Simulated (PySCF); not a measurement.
Compound: Sb(OMe)3, C₃H₉O₃Sb.
Bonds: Sb1–O2, Sb1–O7, Sb1–O12, O2–C3, O7–C8, O12–C13. Hydrogens: H4, H5, H6 on C3; H9, H10, H11 on C8; H14, H15, H16 on C13.

Computed by this run: PBE0-D3(BJ)/def2-SVP geometry optimisation, gas phase, def2 core potentials past Kr (PySCF 2.14.0); density fitting, grid level 1; the optimiser is geomeTRIC in internal coordinates, started from a GFN2-xTB structure with every atom displaced at random (about 0.03 Å).

Step 10: E = -15919.1192 eV
```
atom  x, y, z in Å  |  force x, y, z in eV/Å
Sb1     0.0612    0.0871    1.9451    0.003  -0.034   0.044
O2      1.6183    0.6307    0.8458   -0.039  -0.027   0.017
C3      2.1562   -0.1040   -0.2178    0.009  -0.035  -0.070
H4      2.9886   -0.7503    0.1170    0.005   0.028  -0.008
H5      2.5516    0.6000   -0.9707    0.021  -0.012   0.019
H6      1.4217   -0.7575   -0.7218    0.005   0.010   0.032
O7     -1.2914    1.1628    0.9764    0.081   0.001  -0.023
C8     -1.0440    1.8917   -0.1957   -0.013  -0.014  -0.048
H9     -0.9118    2.9659    0.0265   -0.026   0.006  -0.004
H10    -1.9092    1.7859   -0.8735    0.007   0.017   0.009
H11    -0.1414    1.5611   -0.7405   -0.020   0.004   0.042
O12    -0.2806   -1.6478    1.0446   -0.017   0.099   0.018
C13    -1.1326   -1.8160   -0.0539   -0.035  -0.057  -0.099
H14    -2.1526   -2.1017    0.2622    0.015  -0.009   0.011
H15    -0.7370   -2.6263   -0.6919   -0.006   0.002   0.038
H16    -1.2313   -0.9155   -0.6854    0.011   0.021   0.022
```

Step 11: E = -15919.1085 eV
```
atom  x, y, z in Å  |  force x, y, z in eV/Å
Sb1     0.0458    0.1241    1.9418   -0.072  -0.149   0.118
O2      1.5957    0.5510    0.7808   -0.070  -0.056  -0.021
C3      2.0498   -0.2230   -0.2976    0.039  -0.018  -0.042
H4      3.0034   -0.7221   -0.0420   -0.017   0.080  -0.044
H5      2.2174    0.4305   -1.1726    0.056  -0.024   0.029
H6      1.3467   -1.0143   -0.6091    0.021   0.022   0.057
O7     -1.3189    1.1249    0.9021    0.138  -0.028   0.008
C8     -1.0311    2.0142   -0.1429   -0.035   0.104   0.021
H9     -1.3917    3.0292    0.1088   -0.082  -0.068  -0.037
H10    -1.5367    1.6835   -1.0685    0.020   0.043   0.002
H11     0.0483    2.1051   -0.3529    0.053  -0.100  -0.015
O12    -0.4117   -1.6742    1.2215    0.140   0.363   0.005
C13    -1.0275   -1.8225   -0.0248   -0.237  -0.210  -0.344
H14    -2.1169   -1.9894    0.0739    0.064  -0.046   0.063
H15    -0.5939   -2.6948   -0.5513   -0.043   0.022   0.119
H16    -0.9133   -0.9562   -0.7010    0.027   0.065   0.082
```

Step 12: E = -15919.1233 eV
```
atom  x, y, z in Å  |  force x, y, z in eV/Å
Sb1     0.0556    0.1030    1.9437   -0.029  -0.102   0.067
O2      1.6068    0.5952    0.8118   -0.044  -0.040  -0.016
C3      2.1126   -0.1613   -0.2547    0.019  -0.022  -0.030
H4      3.0115   -0.7275    0.0530   -0.005   0.050  -0.025
H5      2.3966    0.5197   -1.0763    0.034  -0.020   0.019
H6      1.3934   -0.8932   -0.6614   -0.002   0.004   0.034
O7     -1.3073    1.1359    0.9390    0.120   0.004   0.003
C8     -1.0394    1.9494   -0.1709   -0.029   0.048  -0.037
H9     -1.1595    3.0169    0.0905   -0.062  -0.025  -0.014
H10    -1.7502    1.7104   -0.9820    0.008   0.025   0.004
H11    -0.0152    1.8300   -0.5650    0.018  -0.047   0.029
O12    -0.3375   -1.6665    1.1296    0.042   0.225   0.024
C13    -1.0883   -1.8171   -0.0414   -0.128  -0.126  -0.216
H14    -2.1482   -2.0434    0.1793    0.046  -0.025   0.032
H15    -0.6771   -2.6570   -0.6316   -0.017   0.010   0.079
H16    -1.0881   -0.9284   -0.6974    0.029   0.041   0.046
```

Step 13: E = -15919.1275 eV
```
atom  x, y, z in Å  |  force x, y, z in eV/Å
Sb1     0.0646    0.1149    1.9050   -0.059  -0.120   0.038
O2      1.6015    0.5786    0.7403    0.001  -0.058  -0.044
C3      2.1296   -0.2269   -0.2820    0.025   0.067   0.049
H4      3.0970   -0.6628    0.0294   -0.016   0.048  -0.038
H5      2.3007    0.3899   -1.1816    0.025  -0.011   0.011
H6      1.4727   -1.0642   -0.5678   -0.043  -0.037   0.025
O7     -1.3159    1.0940    0.8683    0.059   0.001   0.050
C8     -1.0497    2.0243   -0.1459   -0.032   0.092   0.057
H9     -1.4289    3.0238    0.1392   -0.057  -0.066  -0.027
H10    -1.5554    1.7173   -1.0789    0.025   0.020  -0.012
H11     0.0273    2.1336   -0.3534    0.078  -0.065  -0.061
O12    -0.3633   -1.6740    1.1533    0.067   0.255   0.012
C13    -1.0943   -1.8267   -0.0308   -0.171  -0.148  -0.271
H14    -2.1610   -2.0398    0.1723    0.072  -0.030   0.049
H15    -0.6823   -2.6745   -0.6099   -0.014   0.015   0.098
H16    -1.0770   -0.9414   -0.6912    0.040   0.037   0.063
```

Q: Estimate the geometry and energy of step 14. (The exact step hangs on the optimiser's Hessian estimate; all steps are aligned on step 13, rigid shifts and turns removed.)

A: E = -15919.1351 eV, largest force 0.131 eV/Å
```
atom  x, y, z in Å  |  force x, y, z in eV/Å
Sb1     0.0682    0.0967    1.9005   -0.034  -0.069  -0.022
O2      1.6022    0.5998    0.7493    0.057  -0.039  -0.027
C3      2.1685   -0.1927   -0.2622    0.004   0.076   0.090
H4      3.1312   -0.6205    0.0714    0.006   0.016  -0.013
H5      2.3647    0.4339   -1.1489   -0.006  -0.002  -0.020
H6      1.5245   -1.0322   -0.5686   -0.047  -0.055  -0.009
O7     -1.3039    1.0941    0.8768   -0.003   0.059   0.048
C8     -1.0387    2.0020   -0.1578   -0.042   0.037   0.016
H9     -1.3423    3.0240    0.1355   -0.021  -0.034  -0.007
H10    -1.6164    1.7220   -1.0561    0.001  -0.003  -0.023
H11     0.0282    2.0353   -0.4316    0.071  -0.015  -0.024
O12    -0.3380   -1.6664    1.0922    0.007   0.079  -0.002
C13    -1.1472   -1.8349   -0.0408   -0.068  -0.060  -0.095
H14    -2.1835   -2.0996    0.2398    0.044  -0.012   0.023
H15    -0.7413   -2.6591   -0.6538    0.004   0.010   0.036
H16    -1.2105   -0.9363   -0.6794    0.028   0.013   0.028
```

The energy changes by -0.0076 eV. The first-order estimate −F·Δx gives -0.0167 eV and the mean of the old and new forces, exact on a quadratic surface, -0.0093 eV. The step makes an angle of 84° with the force vector and moves no atom by more than 0.134 Å.

What follows is the cost of the whole optimisation. On Arm Neoverse V2, one thread, no GPU, shared host, this took 5.5 min of wall time and 0.61 GiB of memory at its peak.
